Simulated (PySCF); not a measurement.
## Nb²⁹⁺: ionisation energy

Nb²⁹⁺ [Ne] 3s2 → Nb³⁰⁺ [Ne] 3s1 [3s1/2^1, M_J = 1/2], as a difference of total energies. Calculation: PySCF 2.14, in an uncontracted even-tempered set (19 s from 4.6 bohr⁻², ratio 2.4; 13 p from 6 bohr⁻², ratio 2.4; 5 d from 20 bohr⁻², ratio 2.6; 4 f from 30 bohr⁻², ratio 2.6); the two-component X2C-1e Hamiltonian. Correlated levels: 1s2 frozen; the 52 highest virtual spinors dropped. "Screened" scales the spin-orbit matrix elements by Boettger's factors to mimic the two-electron term; Breit and QED terms are absent.

```csv
method,ionisation energy (eV)
GHF (screened spin-orbit),1620.3
GMP2 (screened spin-orbit),1623.4
```

Q: How much does correlation contribute at GMP2 (screened spin-orbit)?

A: 1623.4 − (1620.3) = 3.1 eV, measured against GHF (screened spin-orbit).

Breit and QED terms and the two-electron picture change are absent.

For comparison: 1625.9 ± 2.3 eV (semi-empirical (NIST evaluation); NIST Atomic Spectra Database, ionization energies).
